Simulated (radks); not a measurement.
The numbers below are computed, except where a source is named.
The ruthenium ion Ru9+, 35 electrons, occupied as [Ar] 3d10 4s1 4p6 (not the ground configuration). Level of theory: scalar-relativistic Kohn-Sham, LDA (Slater exchange, Perdew-Wang correlation), spin-polarised, spherical densities, finite nucleus; open shells are filled with parallel spins first (spin-orbit coupling, left out, can overturn this in heavy ions); Fermi nuclear charge, rms radius 4.4809 fm (a radial shooting solver on a logarithmic mesh with Libxc functionals).

Unscreened Slater integrals over Kohn-Sham orbitals (cm^-1). They are taken over the spin-up orbitals.

integral    value
F0(4p,4p)  195110
F2(4p,4p)  103500
F0(4p,4s)  200830
G1(4p,4s)  137410
F0(4p,3d)  249970
F2(4p,3d)   63352
G1(4p,3d)   20927
G3(4p,3d)   20441
F0(4p,3p)  248210
F2(4p,3p)   65881
G0(4p,3p)   17376
G2(4p,3p)   20799
F0(4s,4s)  207230
F0(4s,3d)  262230
G2(4s,3d)   23046
F0(4s,3p)  260340
G1(4s,3p)   22624
F0(3d,3d)  523210
F2(3d,3d)  259170
F4(3d,3d)  164980
F0(3d,3p)  503050
F2(3d,3p)  243130
G1(3d,3p)  282070
G3(3d,3p)  179990
F0(3p,3p)  491690
F2(3p,3p)  247510
